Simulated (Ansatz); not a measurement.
Total energies of B2Br2F4, SMILES `F[B-]1(F)[Br+][B-](F)(F)[Br+]1`.

Z-matrix (Å, degrees):
```
B
Br 1 2.151
F 1 1.322 2 109.7
Br 1 2.150 2 95.2 3 113.1
F 1 1.322 2 109.7 3 -133.7
B 2 2.150 1 84.8 3 -113.0
F 6 1.322 2 109.8 1 113.0
F 6 1.322 2 109.8 1 -113.2
```

The species carries charge 0 and has multiplicity 1. Correlated methods include outer-core shells of Br, which these sets cover unevenly. Scalar relativity is left out up to krypton. The geometry is a stationary point of PBE0-D4/def2-TZVP. Basis def2-TZVPP, the Gaussian-basis code of Ansatz.

RPA on PBE orbitals: Hartree–Fock energy of these orbitals -5592.32881 Eh, correlation -2.59741 Eh (frozen core).

| functional | energy without D4 (Eh) | D4 term (kJ/mol) |
| --- | --- | --- |
| LDA (SPW92) | -5587.71486 | – |
| PBE | -5596.65293 | -28.2 |
| revPBE | -5597.27048 | -78.7 |
| r2SCAN | -5597.66228 | -6.4 |
| PBE0 | -5596.83635 | -23.9 |
| r2SCANh | -5597.63731 | -7.0 |
| HSE06 (plane-wave form) | -5596.82694 | -22.4 |
| CAM-B3LYP | -5598.00766 | -24.6 |
| ωB97M-V | -5597.49010 | – |
| B2PLYP | -5596.85775 | – |

Task: Give the same for BLYP, B97M-V, B3LYP, r2SCAN0, BHLYP, LC-ωPBE, ωB97X-V, PBE-QIDH. (Estimate.)

Result: The calculation gave: 
```tsv
functional	energy without D4 (Eh)	D4 term (kJ/mol)
BLYP	-5597.87216	-62.0
B97M-V	-5596.83196	–
B3LYP	-5597.93014	-46.3
r2SCAN0	-5597.60216	-7.8
BHLYP	-5597.68874	-37.9
LC-ωPBE	-5596.90250	–
ωB97X-V	-5597.25827	–
PBE-QIDH	-5596.17017	–
```

B3LYP takes the VWN-RPA correlation (the form of Gaussian; ORCA's B3LYP/G). HSE06 is the plane-wave form, built on full-range PBE exchange. The double hybrids freeze the cores in their second-order part.

LC-ωPBE has ω = 0.4 bohr⁻¹.
